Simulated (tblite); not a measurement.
Compound: C6H13AlOS.
Numbering: `[CH3:1][C:2](=[S:3])[C@H:4]1[CH2:5][CH2:6][O+:7]([AlH3-:8])[CH2:9]1` (hydrogens: H10, H11, H12 on C1; H13 on C4; H14, H15 on C5; H16, H17 on C6; H18, H19, H20 on Al8; H21, H22 on C9)
Bond orders are those of one Lewis drawing.

Computed with GFN2-xTB (tblite), gas phase: L-BFGS steps from a force-field or distance-geometry start until the largest atomic force falls under 0.01 eV/Å.

Step 112: E = -758.8871 eV
```
atom  x, y, z in Å  |  force x, y, z in eV/Å
C1      1.6671    1.3136   -0.4614   -0.012   0.010   0.035
C2      1.8908   -0.1346   -0.6912    0.004   0.073  -0.091
S3      3.2112   -0.6715   -1.4713    0.041  -0.042  -0.021
C4      0.8619   -1.1271   -0.2297    0.010   0.018  -0.002
C5      0.4485   -0.9680    1.2493   -0.047   0.003   0.103
C6     -1.0681   -0.7540    1.1835   -0.026  -0.070   0.084
O7     -1.2873   -0.1954   -0.0959   -0.020   0.047   0.115
Al8    -2.0945    1.4960   -0.1350    0.045  -0.039  -0.109
C9     -0.4767   -0.9360   -0.9778   -0.065   0.049  -0.012
H10     1.9537    1.5693    0.5625   -0.016   0.034  -0.065
H11     0.6143    1.5911   -0.5814    0.053  -0.003  -0.010
H12     2.2912    1.8982   -1.1379   -0.071  -0.037   0.084
H13     1.2577   -2.1246   -0.4218    0.002  -0.072  -0.017
H14     0.7071   -1.8514    1.8303   -0.022   0.006   0.009
H15     0.9354   -0.1072    1.7073   -0.044  -0.023  -0.061
H16    -1.4539   -0.0511    1.9283    0.035  -0.078  -0.091
H17    -1.6044   -1.7095    1.2569    0.014   0.060   0.039
H18    -1.3237    2.1602    1.0884   -0.055   0.000  -0.035
H19    -3.5860    1.0241    0.0721    0.067   0.063   0.062
H20    -1.6021    1.8823   -1.5902   -0.029  -0.022   0.039
H21    -0.9536   -1.9035   -1.1757    0.067  -0.043  -0.003
H22    -0.3989   -0.3815   -1.9105    0.067   0.067  -0.055
```

Step 113: E = -758.8900 eV
```
atom  x, y, z in Å  |  force x, y, z in eV/Å
C1      1.6693    1.3138   -0.4597   -0.057  -0.056   0.069
C2      1.8935   -0.1348   -0.6900    0.012   0.052  -0.118
S3      3.2131   -0.6764   -1.4698    0.013  -0.016   0.003
C4      0.8594   -1.1243   -0.2327    0.023   0.040   0.041
C5      0.4495   -0.9668    1.2485   -0.071  -0.002   0.081
C6     -1.0676   -0.7580    1.1862   -0.060  -0.054   0.071
O7     -1.2923   -0.1973   -0.0913    0.019   0.025   0.094
Al8    -2.0915    1.4910   -0.1373    0.028  -0.017  -0.124
C9     -0.4795   -0.9291   -0.9783   -0.045   0.058  -0.002
H10     1.9579    1.5716    0.5617   -0.014   0.029  -0.015
H11     0.6152    1.5861   -0.5771    0.046   0.012  -0.012
H12     2.2889    1.9012   -1.1326   -0.015   0.001  -0.003
H13     1.2475   -2.1237   -0.4257    0.032  -0.084  -0.026
H14     0.7114   -1.8474    1.8317   -0.011   0.000  -0.002
H15     0.9338   -0.1031    1.7029   -0.040  -0.014  -0.050
H16    -1.4548   -0.0551    1.9294    0.037  -0.067  -0.059
H17    -1.6057   -1.7128    1.2614    0.040   0.054   0.032
H18    -1.3231    2.1563    1.0776   -0.021   0.030   0.019
H19    -3.5780    1.0261    0.0709    0.001   0.044   0.072
H20    -1.6021    1.8684   -1.5912   -0.011  -0.007  -0.003
H21    -0.9508   -1.8973   -1.1767    0.034  -0.074  -0.040
H22    -0.4042   -0.3688   -1.9089    0.061   0.047  -0.027
```

Step 114: E = -758.8930 eV
```
atom  x, y, z in Å  |  force x, y, z in eV/Å
C1      1.6529    1.3239   -0.4451   -0.052  -0.030   0.079
C2      1.8904   -0.1207   -0.6854   -0.016  -0.023  -0.106
S3      3.2172   -0.6520   -1.4638   -0.055   0.023   0.042
C4      0.8592   -1.1227   -0.2374    0.030   0.012   0.013
C5      0.4443   -0.9760    1.2461   -0.062  -0.012  -0.025
C6     -1.0727   -0.7650    1.1835   -0.029  -0.007   0.017
O7     -1.2970   -0.2079   -0.0953    0.015   0.009   0.035
Al8    -2.0605    1.4955   -0.1440   -0.018  -0.009  -0.087
C9     -0.4851   -0.9405   -0.9823    0.021   0.023   0.006
H10     1.9120    1.5804    0.5868   -0.041  -0.014  -0.074
H11     0.5982    1.5878   -0.5898    0.098   0.011  -0.003
H12     2.2860    1.9228   -1.0954   -0.027  -0.013  -0.011
H13     1.2553   -2.1205   -0.4384    0.015   0.004   0.006
H14     0.7047   -1.8605    1.8215   -0.001  -0.031   0.021
H15     0.9303   -0.1164    1.7039   -0.036   0.004  -0.022
H16    -1.4569   -0.0546    1.9178    0.022  -0.028   0.014
H17    -1.6172   -1.7142    1.2662    0.042   0.018   0.025
H18    -1.2363    2.1802    1.0308   -0.063  -0.004  -0.005
H19    -3.5510    1.0584    0.1289    0.061   0.061   0.065
H20    -1.6175    1.8282   -1.6241   -0.006  -0.001   0.009
H21    -0.9469   -1.9192   -1.1646    0.042   0.009  -0.051
H22    -0.4197   -0.3876   -1.9209    0.060   0.000   0.054
```

Q: Estimate the geometry and energy of step 115. (The exact step hangs on the optimiser's Hessian estimate; all steps are aligned on step 114, rigid shifts and turns removed.)

A: E = -758.8949 eV, largest force 0.090 eV/Å
```
atom  x, y, z in Å  |  force x, y, z in eV/Å
C1      1.6646    1.3183   -0.4435    0.004  -0.036  -0.032
C2      1.8949   -0.1264   -0.6882   -0.037  -0.052  -0.042
S3      3.2210   -0.6653   -1.4609   -0.039   0.020   0.023
C4      0.8581   -1.1227   -0.2384    0.028  -0.010   0.003
C5      0.4467   -0.9760    1.2470   -0.006  -0.023  -0.026
C6     -1.0702   -0.7642    1.1907    0.005   0.002   0.004
O7     -1.2982   -0.2050   -0.0866    0.011   0.003   0.012
Al8    -2.0780    1.4892   -0.1510   -0.047  -0.003  -0.054
C9     -0.4860   -0.9292   -0.9805    0.047   0.013   0.053
H10     1.9382    1.5765    0.5797   -0.010  -0.004   0.053
H11     0.6143    1.5881   -0.5775   -0.034   0.021  -0.006
H12     2.2896    1.9155   -1.1020    0.008  -0.002  -0.036
H13     1.2468   -2.1239   -0.4445    0.004   0.039   0.026
H14     0.7114   -1.8614    1.8211   -0.015   0.007   0.008
H15     0.9361   -0.1148    1.6998   -0.050  -0.020  -0.016
H16    -1.4497   -0.0522    1.9251    0.015  -0.020   0.030
H17    -1.6148   -1.7121    1.2783    0.031   0.004   0.009
H18    -1.2775    2.1830    1.0298   -0.031   0.007   0.012
H19    -3.5666    1.0433    0.1117    0.046   0.050   0.059
H20    -1.6282    1.8277   -1.6231    0.010   0.000  -0.027
H21    -0.9473   -1.9034   -1.1779    0.013  -0.031  -0.046
H22    -0.4156   -0.3655   -1.9099    0.048   0.035  -0.006
```

The energy changes by -0.0019 eV. The first-order estimate −F·Δx gives -0.0038 eV and the mean of the old and new forces, exact on a quadratic surface, -0.0019 eV. The step makes an angle of 81° with the force vector and moves no atom by more than 0.041 Å.

The cost below is that of the whole relaxation. The run took 2.8 s of wall time on one thread, Arm Neoverse N1 (aarch64), shared host with 64 logical CPUs at a one-minute load of 56.
